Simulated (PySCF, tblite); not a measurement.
Isomers of C4H13N2PSi, one GFN2-xTB conformer each. Single-point energies are computed at PBE0/pcSseg-1 (PySCF, gas phase, no added dispersion term), electronic only.

```
             SMILES  GFN2-xTB relative energy (kJ/mol)
  CN1CCN(C)P1[SiH3]                                0.0
C=N[Si@](N)(P)C(C)C                              119.1
```

Conformers: `[CH3:1][N:2]1[CH2:3][CH2:4][N:5]([CH3:6])[P:7]1[SiH3:8]` with C1–N2–C3–C4 165°, N2–C3–C4–N5 -43°, C3–C4–N5–C6 178°, C4–N5–P7–Si8 74°; `[CH2:1]=[N:2][Si@:3]([NH2:4])([PH2:5])[CH:6]([CH3:7])[CH3:8]` with C1–N2–Si3–N4 130°, N2–Si3–N4–H 64° and -71°, N2–Si3–P5–H 80° and 173°, N2–Si3–C6–C7 65°.

Q: What does PBE0/pcSseg-1 give for the same structures?

A: 
```
             SMILES  PBE0/pcSseg-1 E (Eh)  PBE0/pcSseg-1 (kJ/mol)  GFN2-xTB (kJ/mol)  point group
C=N[Si@](N)(P)C(C)C            -900.00314                     0.0              119.1           C1
  CN1CCN(C)P1[SiH3]            -899.94656                   148.6                0.0           C1
```

GFN2-xTB puts CN1CCN(C)P1[SiH3] lowest instead. As drawn, the lower has a C=N bond, an N–H bond and an Si–C bond, which the higher lacks.

Q: Which frontier levels, dipoles and rotational constants go with these structures?

A: 
```json
{"SMILES": "C=N[Si@](N)(P)C(C)C", "HOMO (eV, PBE0/pcSseg-1)": "-6.66", "LUMO (eV)": "-0.74", "dipole (D)": "1.06", "A, B, C (MHz)": "1524, 1054, 1022"}
{"SMILES": "CN1CCN(C)P1[SiH3]", "HOMO (eV, PBE0/pcSseg-1)": "-5.40", "LUMO (eV)": "-0.03", "dipole (D)": "1.79", "A, B, C (MHz)": "1667, 1427, 975.8"}
```

Q: What happens when harmonic zero-point energies from GFN2-xTB frequencies are added?

A: 
| SMILES | ZPE (kJ/mol) | electronic (kJ/mol) | with ZPE (kJ/mol) |
| --- | --- | --- | --- |
| C=N[Si@](N)(P)C(C)C | 436.6 | 0.0 | 0.0 |
| CN1CCN(C)P1[SiH3] | 435.7 | 148.6 | 147.7 |

The zero-point energies span 0.9 kJ/mol. The order is unchanged.
